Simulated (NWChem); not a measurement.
All runs are NWChem calculations. System: H2ClFOSi, charge 0, spin multiplicity 1, at a geometry optimised with PBE0/def2-SVP. The structure started from a generated list of species. Level: RHF/aug-cc-pVDZ.

Input file:

```
start mol
memory heap 200 mb stack 900 mb global 1100 mb
geometry units angstroms nocenter noautoz noautosym
  O      1.484326    -0.937496    -0.339452
  Si    -0.078780    -0.566855    -0.033359
  F     -0.904607    -0.403946    -1.409904
  Cl    -0.236176     1.235740     0.933462
  H      2.047930    -0.280261    -0.759480
  H     -0.663176    -1.655858     0.762413
end
basis spherical
  * library aug-cc-pvdz
end
scf
  rhf
  nopen 0
  maxiter 100
  thresh 1e-7
  semidirect memsize 60000000 filesize 0
end
task scf energy
```

NWChem printed:

```
             Northwest Computational Chemistry Package (NWChem) 7.3.0
             --------------------------------------------------------

                                NWChem Input Module
                                -------------------

 Scaling coordinates for geometry "geometry" by  1.889725989
 (inverse scale =  0.529177249)

                             Geometry "geometry" -> ""
                             -------------------------

 Output coordinates in angstroms (scale by  1.889725989 to convert to a.u.)

  No.       Tag          Charge          X              Y              Z
 ---- ---------------- ---------- -------------- -------------- --------------
    1 O                    8.0000     1.48432600    -0.93749600    -0.33945200
    2 Si                  14.0000    -0.07878000    -0.56685500    -0.03335900
    3 F                    9.0000    -0.90460700    -0.40394600    -1.40990400
    4 Cl                  17.0000    -0.23617600     1.23574000     0.93346200
    5 H                    1.0000     2.04793000    -0.28026100    -0.75948000
    6 H                    1.0000    -0.66317600    -1.65585800     0.76241300

 Effective nuclear repulsion energy (a.u.)     228.2526774210

            Nuclear Dipole moment (a.u.)
            ----------------------------
        X                 Y               Z
 ---------------- ---------------- ----------------
    -0.0000245664     0.0000170075     0.0000170075


 Summary of "ao basis" -> "" (spherical)
 ------------------------------------------------------------------------------
       Tag                 Description            Shells   Functions and Types
 ---------------- ------------------------------  ------  ---------------------
 *                        aug-cc-pvdz                 on all atoms

 Summary of "ao basis" -> "ao basis" (spherical)
 ------------------------------------------------------------------------------
       Tag                 Description            Shells   Functions and Types
 ---------------- ------------------------------  ------  ---------------------
 O                        aug-cc-pvdz                9       23   4s3p2d
 Si                       aug-cc-pvdz               11       27   5s4p2d
 F                        aug-cc-pvdz                9       23   4s3p2d
 Cl                       aug-cc-pvdz               11       27   5s4p2d
 H                        aug-cc-pvdz                5        9   3s2p

                                 NWChem SCF Module
                                 -----------------

  ao basis        = "ao basis"
  functions       =   118
  atoms           =     6
  closed shells   =    25
  open shells     =     0
  charge          =   0.00
  wavefunction    = RHF
  use symmetry    = F
  symmetry adapt  = F

 Summary of "ao basis" -> "ao basis" (spherical)
 ------------------------------------------------------------------------------
       Tag                 Description            Shells   Functions and Types
 ---------------- ------------------------------  ------  ---------------------
 O                        aug-cc-pvdz                9       23   4s3p2d
 Si                       aug-cc-pvdz               11       27   5s4p2d
 F                        aug-cc-pvdz                9       23   4s3p2d
 Cl                       aug-cc-pvdz               11       27   5s4p2d
 H                        aug-cc-pvdz                5        9   3s2p

 Forming initial guess at       0.1s

      Superposition of Atomic Density Guess
      -------------------------------------

 Sum of atomic energies:        -923.46617661

      Non-variational initial energy
      ------------------------------

 Total energy =    -924.400102
 1-e energy   =   -1732.953665
 2-e energy   =     580.300885
 HOMO         =      -0.436116
 LUMO         =       0.015350

 Starting SCF solution at       4.6s

 ----------------------------------------------
         Quadratically convergent ROHF

 Convergence threshold     :          1.000E-07
 Maximum no. of iterations :          100
 Final Fock-matrix accuracy:          1.000E-09
 ----------------------------------------------

              iter       energy          gnorm     gmax       time
             ----- ------------------- --------- --------- --------
                 1     -924.0158119582  1.20D+00  2.34D-01      4.7
                 2     -924.0885354797  2.65D-01  4.08D-02      5.1
                 3     -924.0952547077  1.78D-02  2.61D-03      5.6
                 4     -924.0952919654  1.31D-04  1.78D-05      6.4
                 5     -924.0952919677  5.77D-09  1.09D-09      7.8

       Final RHF  results
       ------------------

         Total SCF energy =   -924.095291967740
      One-electron energy =  -1734.838168720054
      Two-electron energy =    582.490199331345
 Nuclear repulsion energy =    228.252677420969

        Time for solution =      3.3s

             Final eigenvalues
             -----------------

              1
    1 -104.8436
    2  -68.9148
    3  -26.3140
    4  -20.6032
    5  -10.5722
    6   -8.0394
    7   -8.0368
    8   -8.0368
    9   -6.2471
   10   -4.3552
   11   -4.3551
   12   -4.3536
   13   -1.6053
   14   -1.3819
   15   -1.1162
   16   -0.8035
   17   -0.7322
   18   -0.6847
   19   -0.6794
   20   -0.6260
   21   -0.5834
   22   -0.5561
   23   -0.5241
   24   -0.4836
   25   -0.4808
   26    0.0361
   27    0.0562
   28    0.0577
   29    0.0607
   30    0.0817
   31    0.1027
   32    0.1379
   33    0.1525
   34    0.1587
   35    0.1712

                       ROHF Final Molecular Orbital Analysis
                       -------------------------------------

 Vector   23  Occ=2.000000D+00  E=-5.241074D-01
              MO Center= -7.8D-02,  3.6D-02,  5.2D-01, r^2= 3.4D+00
   Bfn.  Coefficient  Atom+Function         Bfn.  Coefficient  Atom+Function
  ----- ------------  ---------------      ----- ------------  ---------------
    84      0.315663  4 Cl pz                83      0.277203  4 Cl py
   110      0.237426  6 H  s                 33     -0.229006  2 Si py
    87      0.226459  4 Cl pz                 6      0.222853  1 O  py
    86      0.185315  4 Cl py                 9      0.158029  1 O  py
    56      0.152005  3 F  py

 Vector   24  Occ=2.000000D+00  E=-4.836056D-01
              MO Center= -1.6D-01,  1.0D+00,  8.0D-01, r^2= 1.8D+00
   Bfn.  Coefficient  Atom+Function         Bfn.  Coefficient  Atom+Function
  ----- ------------  ---------------      ----- ------------  ---------------
    82      0.408434  4 Cl px                84      0.348744  4 Cl pz
    85      0.330351  4 Cl px                87      0.287070  4 Cl pz
    83     -0.212326  4 Cl py                86     -0.166152  4 Cl py

 Vector   25  Occ=2.000000D+00  E=-4.808004D-01
              MO Center= -2.0D-01,  8.5D-01,  8.2D-01, r^2= 2.1D+00
   Bfn.  Coefficient  Atom+Function         Bfn.  Coefficient  Atom+Function
  ----- ------------  ---------------      ----- ------------  ---------------
    82      0.397275  4 Cl px                85      0.326401  4 Cl px
    84     -0.309209  4 Cl pz                87     -0.251996  4 Cl pz
    83      0.247409  4 Cl py                86      0.210495  4 Cl py
    27      0.186636  2 Si s

 Vector   26  Occ=0.000000D+00  E= 3.609723D-02
              MO Center=  2.6D+00,  4.2D-01, -1.4D+00, r^2= 1.1D+01
   Bfn.  Coefficient  Atom+Function         Bfn.  Coefficient  Atom+Function
  ----- ------------  ---------------      ----- ------------  ---------------
    28      2.369024  2 Si s                103     -2.102324  5 H  s
   112     -1.597201  6 H  s                 11      0.627035  1 O  px
    39     -0.607553  2 Si py               102     -0.589863  5 H  s
     4      0.470404  1 O  s                 36     -0.451583  2 Si py
    40      0.390153  2 Si pz                13     -0.369179  1 O  pz

 Vector   27  Occ=0.000000D+00  E= 5.620179D-02
              MO Center= -1.7D+00, -2.3D+00,  6.4D-01, r^2= 1.2D+01
   Bfn.  Coefficient  Atom+Function         Bfn.  Coefficient  Atom+Function
  ----- ------------  ---------------      ----- ------------  ---------------
    28      1.807130  2 Si s                 38      1.098085  2 Si px
   112     -0.979230  6 H  s                103     -0.934596  5 H  s
    39      0.891736  2 Si py                78     -0.776357  4 Cl s
    37      0.664402  2 Si pz                 4     -0.647345  1 O  s
    54      0.630196  3 F  s                 27      0.513597  2 Si s

 Vector   28  Occ=0.000000D+00  E= 5.768991D-02
              MO Center= -5.5D-01, -1.5D-01,  6.7D-01, r^2= 2.0D+01
   Bfn.  Coefficient  Atom+Function         Bfn.  Coefficient  Atom+Function
  ----- ------------  ---------------      ----- ------------  ---------------
    78      2.014531  4 Cl s                 39     -1.156286  2 Si py
    40     -1.061524  2 Si pz                36     -0.925142  2 Si py
    28     -0.917651  2 Si s                  4     -0.678308  1 O  s
    38      0.634375  2 Si px                89     -0.504724  4 Cl py
   111     -0.346624  6 H  s                 35      0.235118  2 Si px

 center of mass
 --------------
 x =  -0.04748500 y =   0.05166550 z =  -0.00952207

 moments of inertia (a.u.)
 ------------------
         548.476869111287          84.544562996987         -23.019304891818
          84.544562996987         459.926922367910        -199.023774456541
         -23.019304891818        -199.023774456541         499.351958601563

  Mulliken analysis of the total density
  --------------------------------------

    Atom       Charge   Shell Charges
 -----------   ------   -------------------------------------------------------
    1 O    8     8.87   2.00  0.81  0.93  0.19  2.85  1.91  0.16  0.01 -0.00
    2 Si  14    12.03   2.00  2.02  0.66 -0.24 -0.00  6.00  1.09  0.04  0.00  0.50 -0.04
    3 F    9     9.78   2.00  0.88  1.06  0.13  3.32  2.22  0.14  0.00  0.02
    4 Cl  17    17.49   2.00  2.02  0.92  1.02  0.07  6.00  3.06  2.32  0.06  0.02  0.02
    5 H    1     0.83   0.71  0.01 -0.00  0.08  0.03
    6 H    1     1.00   0.73  0.23 -0.03  0.01  0.05

       Multipole analysis of the density wrt the origin
       ------------------------------------------------

     L   x y z        total         open         nuclear
     -   - - -        -----         ----         -------
     0   0 0 0     -0.000000      0.000000     50.000000

     1   1 0 0      0.422314      0.000000     -0.000025
     1   0 1 0     -0.037834      0.000000      0.000017
     1   0 0 1      0.069996      0.000000      0.000017

     2   2 0 0    -26.141641      0.000000    109.487283
     2   1 1 0      2.027844      0.000000    -41.623634
     2   1 0 1     -2.526129      0.000000      5.984375
     2   0 2 0    -28.094987      0.000000    149.194083
     2   0 1 1     -1.193184      0.000000     94.620789
     2   0 0 2    -28.551163      0.000000    124.269181

 Task  times  cpu:        7.8s     wall:        7.8s

 Total times  cpu:        7.9s     wall:        7.9s
```
